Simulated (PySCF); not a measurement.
Excitation energy of Al⁺ by level of theory

Al⁺ [Ne] 3s2 (1S) → Al⁺ [Ne] 3s1 3p1 (3P), as a difference of total energies. All numbers are calculated (PySCF 2.14, scalar relativity by spin-free X2C-1e, in x2c-QZVPPall). Correlated levels: valence: [Ne] frozen. The calculations carry no spin-orbit coupling.

```tsv
method	excitation energy (eV)	error (eV)
UHF	3.550	-1.101
MP2 (valence)	4.276	-0.375
SCS-MP2 (valence)	4.484	-0.167
CCSD (valence)	4.518	-0.133
```

Reference: 4.651 eV (measured; NIST levels, between the centres of gravity of the two terms).

Errors of the correlated levels include the incompleteness of this basis and the frozen core.

The basis was made for the ground configuration and has no added diffuse functions, so the excitation energy can come out too high.

With two correlated electrons CCSD is exact in that space.
